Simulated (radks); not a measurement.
Species: the bismuth ion Bi+. Configuration: [Hg] 6p2 (the NIST ground configuration). Calculated with a radial shooting solver on a logarithmic mesh with Libxc functionals: non-relativistic Kohn-Sham, LDA (Slater exchange, Perdew-Wang correlation), spin-unpolarised, spherical densities, point nucleus; relativity is left out, which matters for an element this heavy.

Unscreened Slater integrals over Kohn-Sham orbitals (eV).

integral     value
F0(6p,6p)   8.6140
F2(6p,6p)   4.6720
F0(6p,6s)   9.3329
G1(6p,6s)   6.1881
F0(6p,5d)   10.715
F2(6p,5d)   3.1092
G1(6p,5d)   1.0101
G3(6p,5d)  0.90382
F0(6p,5p)   10.925
F2(6p,5p)   2.4917
G0(6p,5p)  0.41249
G2(6p,5p)  0.55817
F0(6s,6s)   10.330
F0(6s,5d)   12.518
G2(6s,5d)   1.7391
F0(6s,5p)   12.848
G1(6s,5p)  0.81674
F0(5d,5d)   20.270
F2(5d,5d)   10.630
F4(5d,5d)   7.1232
F0(5d,5p)   22.155
F2(5d,5p)   11.463
G1(5d,5p)   14.354
G3(5d,5p)   8.9541
F0(5p,5p)   24.746
F2(5p,5p)   13.361

Derived for the open shells (J is the average intra-shell exchange parameter used in DFT+U). 6p: J = F2/5 = 0.9344 eV.
